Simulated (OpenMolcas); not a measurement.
Ce3+ in a point-charge field

Ce3+ among 6 point charges of -1 e arranged as an octahedron (Oh), 3.28 Å from the ion.
```
   3.2800    0.0000    0.0000  -1.00
   0.0000    3.2800    0.0000  -1.00
  -3.2800    0.0000    0.0000  -1.00
   0.0000   -3.2800    0.0000  -1.00
   0.0000    0.0000    3.2800  -1.00
   0.0000    0.0000   -3.2800  -1.00
```

```yaml
Program: OpenMolcas 26.06
Method: "SS-CASPT2, IPEA 0.25 Eh, imaginary shift 0.1 Eh (closed shells correlated: 5s 5p)"
Basis: ANO-RCC-VDZP [7s6p4d2f1g]
Scalar_Hamiltonian: DKH2, point nucleus
Active_space: 1 electron in 7 orbitals (4f)
State_averaging: 2S+1 = 2 odd, 7 roots
Spin-orbit_coupling: state interaction with AMFI integrals over the reference wave functions
```

The lowest spin-free states (labels of O, the rotations of Oh), above the lowest:

```
State  Degeneracy  E (cm-1)  Free-ion L (%)
  2T2           3         0         F (100)
  2A2           1        99         F (100)
  2T1           3       160         F (100)
```

The lowest levels with spin-orbit coupling:

```tsv
E (cm-1)	Degeneracy	Label	2S+1	J	|mJ| (%)	g
0	2	Γ7	2	2.50	3/2 (83)	1.45 1.45 1.45
60	4	Γ8	2	2.50	1/2 (50)	
2440	2	Γ7	2	3.50	5/2 (75)	3.45 3.45 3.45
2450	4	Γ8	2	3.50	3/2 (37)	
2550	2	Γ6	2	3.50	1/2 (58)	2.67 2.67 2.67
```

Powder χT (cm3 K/mol): 0.226 at 2 K, 0.338 at 10 K, 0.701 at 50 K, 0.777 at 100 K, 0.802 at 200 K, 0.81 at 300 K. The effective moment at 300 K is 2.828 √(χT) = 2.55 μB.

Hund's rules give f1 the level 2F5/2 with g = 0.857, so an isolated free-ion multiplet has χT = g² J(J+1) / 8 = 0.804 cm3 K/mol. The computed 0.810 at 300 K differs by +1 %, through the field's splitting, the mixing of terms and any other multiplet in reach.

Stevens parameters of the J = 5/2 multiplet, which is 60 cm-1 wide (cm-1, z along the main axis): B40 = 1.657e-01, B44 = 8.285e-01.

Roots that are degenerate in the reference are averaged as groups; the widest CASPT2 spread within a group is 86 cm-1 (the 3-fold group of multiplicity 2 near 165 cm-1 above the lowest state of its run). Shifts and gaps below about the spread of the groups concerned are not significant. Point charges carry no covalency, so the field is a model and not that of real ligands. No measured value stands beside these numbers.
